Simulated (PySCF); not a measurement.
BiN: frontier orbitals

PBE0 at R = 1.897 Å; Bi cc-pVTZ-PP with ECP60, N cc-pVTZ; scalar-relativistic core potentials (PySCF 2.14). State: ¹Σ⁺ (singlet), closed shell. Only the outer orbitals are listed, counted within each symmetry, core potentials removing the inner ones.

```
orbital  occ.  ε (eV)  on Bi (%)  main shells (%)
     5σ     2  -20.93         38  60 N s, 28 Bi s
     6σ     2  -14.56         71  64 Bi s, 24 N s
     7σ     2   -7.57         37  58 N p, 30 Bi p
     3π     2   -7.43         45  55 N p, 43 Bi p
     3π     2   -7.43         45  55 N p, 43 Bi p
     4π     0   -2.58         63  57 Bi p, 38 N p
     4π     0   -2.58         63  57 Bi p, 38 N p
     8σ     0    0.73         95  81 Bi p, 15 N p
```

**Question.** Which are the highest filled and the lowest empty level, where do they sit, and how wide is the gap?

**Answer.** Highest filled 3π at -7.43 eV (in %: 55 N p, 43 Bi p); lowest empty 4π at -2.58 eV (in %: 57 Bi p, 38 N p); the gap at PBE0 is 4.85 eV.

The bond order (Mayer) is 2.99, the ⟨S²⟩ is 0.000 and the charge on Bi (Mulliken, basis-dependent) is 0.39. The charge on Bi (Löwdin, basis-dependent) is 0.46. The dipole moment (positive dipole means Bi(−)N(+)) is -3.88 D and the polarisability along the bond is 57.7 bohr³. The polarisability across the bond is 34.2 bohr³.

These are scalar-relativistic numbers at best; spin–orbit coupling would shift them, the dissociation energy most.
